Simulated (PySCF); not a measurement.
Compound: C4H12NSi2 (doublet state).
Cartesian coordinates in Å at the GFN2-xTB level; atoms count from 1:
```xyz
19
C4H12NSi2 angstrom
Si     3.4126   -0.0614    0.6051
Si     1.9910   -1.5881   -0.2990
N      0.4034   -1.0688    0.1246
C     -0.1270    0.2326   -0.1963
C     -1.2571    0.5964    0.7388
C     -2.2615    1.6341    0.3408
C     -2.6607    0.1911    0.4026
H      4.8048   -0.4639    0.8281
H      3.5056    1.3068    0.0757
H      2.1178   -1.8417   -1.7572
H      2.0953   -2.9017    0.3493
H     -0.3274   -1.7641    0.1320
H      0.6875    0.9574   -0.0907
H     -0.4867    0.2838   -1.2371
H     -0.9682    0.5549    1.7819
H     -2.6358    2.3060    1.0976
H     -2.1589    2.0916   -0.6317
H     -2.8307   -0.3256   -0.5305
H     -3.3137   -0.1301    1.1998
```

The hyperfine couplings belong to this conformer and change with its torsions.

Identity: `[SiH2][SiH2]NCC1CC1` [radical].

The calculation used UKS B3LYP, pcH-1 on C H N Si, non-relativistic, mean-field spin-orbit, GIAO in PySCF 2.14.0. One conformer (not necessarily the lowest) at the GFN2-xTB geometry, without solvent, vibrations or thermal averaging. The geometry wasn't refined by DFT: couplings that depend on bond lengths, twists or pyramidal angles can differ widely from those at the functional's own minimum, by a factor of two or more for some ions and for spin on atoms past the first row. Stability of the SCF solution: not tested.

(1) The isotropic 29Si couplings are -343.6, -4.3 MHz. Assign them to Si1; Si2.

Results:

(1) 
```csv
site,a_iso (MHz),ρ(0) (bohr⁻³),position,distance from Si1 (Å),spin population,largest |T| (MHz)
Si1,-343.6,+0.3877,largest spin population,0.00,+1.00,177.4
Si2,-4.3,+0.0049,1 bond from Si1,2.27,+0.01,7.3
```

ρ(0) is the spin density at the nucleus and T the dipolar tensor; a_iso includes a spin–orbit part; entries for several nuclei are means. The largest Mulliken spin population is on Si1 (+1.00). The angles at Si1 add up to 343.9°, so it is pyramidal.

Class means assume fast exchange of nuclei equivalent by connectivity; if that motion is slow, each nucleus keeps its own coupling. The 1H value of +28.2 MHz is a mean of couplings from -2.9 to 59.3 MHz in this one geometry, not an average over conformers. The 1H value of -4.1 MHz is a mean of couplings from -7.8 to -0.4 MHz in this one geometry, not an average over conformers.

Time: 3.5 min (grids of density and orbitals included); peak memory 1.1 GiB. Hardware: AMD EPYC, one thread, shared host.
